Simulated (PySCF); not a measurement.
Harmonic spectrum computed at PBE0 in the def2-TZVP basis family (core potentials from Rb on, PySCF, no spin–orbit coupling):

```json
{"symmetry": "a'", "ω (cm⁻¹)": "375", "IR (km/mol)": "3.9"}
{"symmetry": "a''", "ω (cm⁻¹)": "395", "IR (km/mol)": "4.2"}
{"symmetry": "a'", "ω (cm⁻¹)": "534", "IR (km/mol)": "23.1"}
{"symmetry": "a''", "ω (cm⁻¹)": "762", "IR (km/mol)": "220"}
{"symmetry": "a'", "ω (cm⁻¹)": "827", "IR (km/mol)": "189"}
{"symmetry": "a'", "ω (cm⁻¹)": "1373", "IR (km/mol)": "168"}
```

Problem. Which molecule gave it? In each, all ligands are bound to the one heavy central atom.
A. SiOF₂ (singlet)
B. SnOF₂ (singlet)
C. SOF₂ (singlet)
D. SeOF₂ (singlet)

Solution. C. It has Cs symmetry with S–F 1.588 Å (×2), S–O 1.419 Å.
